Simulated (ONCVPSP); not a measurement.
# Building the ONCV potential for B (PBE, non-relativistic).

* Element: B (Z = 5)
* Generator: ONCVPSP 4.0.1
* Type: optimised norm-conserving Vanderbilt (ONCV)
* Functional: PBE
* Relativity: non-relativistic
* Frozen core: [He]
* Valence charge: 3
* Reference configuration: 2s2 2p1
* Partial waves: 2s: rc 1.60 bohr, ncon 4, nbas 8, qcut 5.1 1/bohr, 1 projector; 2p: rc 3.50 bohr, ncon 3, nbas 8, qcut 4.8 1/bohr, 2 projectors, debl 3.4 Ha; d scattering state at 0.14 Ha: rc 3.20 bohr, ncon 5, nbas 9, qcut 3.5 1/bohr, 1 projector
* Local potential: polynomial inside 1.05 bohr (lpopt 5, dvloc0 4 Ha)
* Core correction: Teter function, fcfact 5, rcfact 1.35

Calculated quality:

| Property | Result |
| --- | --- |
| Cutoffs needed | 9.8 Ha and 14 Ha (the cutoffs (Ha) at which the residual kinetic energy of the hardest occupied pseudo-wave falls to 1 and 0.1 mHa per electron) |
| Ghost test | no bound ghost flagged; no localised positive-energy state flagged |
| Largest excitation error | +400 meV (all-electron minus pseudo) for 2s1 2p0, out of 4 test configurations |
| rms error of d²Exc/dni dnj | 1.70 mHa without and 1.78 mHa with the model core |

Generation and tests took about 3.1 s on one core of a shared server CPU.
